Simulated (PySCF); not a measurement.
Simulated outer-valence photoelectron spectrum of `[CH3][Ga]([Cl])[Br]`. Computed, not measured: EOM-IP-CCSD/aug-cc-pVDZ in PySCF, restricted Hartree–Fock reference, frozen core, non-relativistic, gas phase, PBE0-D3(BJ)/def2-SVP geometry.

Each root has a Gaussian of 0.4 eV full width with its one-hole share as area; cross sections and vibrations are left out, and the highest printed point is 100.

(ionisation energy (eV), intensity): (10.1, 0), (10.2, 1), (10.3, 5), (10.4, 14), (10.5, 30), (10.6, 48), (10.7, 62), (10.8, 74), (10.9, 91), (11.0, 100), (11.1, 87), (11.2, 55), (11.3, 25), (11.4, 8), (11.5, 4), (11.6, 7), (11.7, 19), (11.8, 35), (11.9, 48), (12.0, 49), (12.1, 47), (12.2, 56), (12.3, 74), (12.4, 87), (12.5, 79), (12.6, 54), (12.7, 27), (12.8, 10), (12.9, 3), (13.0, 1), (13.1, 0), (13.2, 0), (13.3, 0), (13.4, 0), (13.5, 0), (13.6, 0), (13.7, 0), (13.8, 0), (13.9, 0), (14.0, 0), (14.1, 0), (14.2, 1), (14.3, 4), (14.4, 13), (14.5, 34), (14.6, 64), (14.7, 87), (14.8, 86), (14.9, 62), (15.0, 32), (15.1, 12), (15.2, 3), (15.3, 1)

Question: Where are the maxima, and how many lines lie under the curve?

Answer: 4 maxima, at 11.0, 12.0, 12.4 and 14.7 eV, from 8 lines. At this width some lines have no maximum of their own.

Question: List the lines with their holes.

Answer: 
```csv
E (eV),leading hole (HF orbital),area,Koopmans (eV)
10.67,HOMO,0.96,11.34
11.02,HOMO-1,0.95,11.64
11.03,HOMO-2,0.95,11.80
11.93,HOMO-3,0.95,12.76
12.35,HOMO-4,0.95,13.21
12.49,HOMO-5,0.95,13.24
14.70,HOMO-6,0.95,15.71
14.79,HOMO-7,0.95,15.83
```

The widest gap, 2.21 eV, lies between 12.49 and 14.70 eV. Only orbitals with −ε under 21 eV, eight at most, were ionised, so the high end of the curve may lack lines.
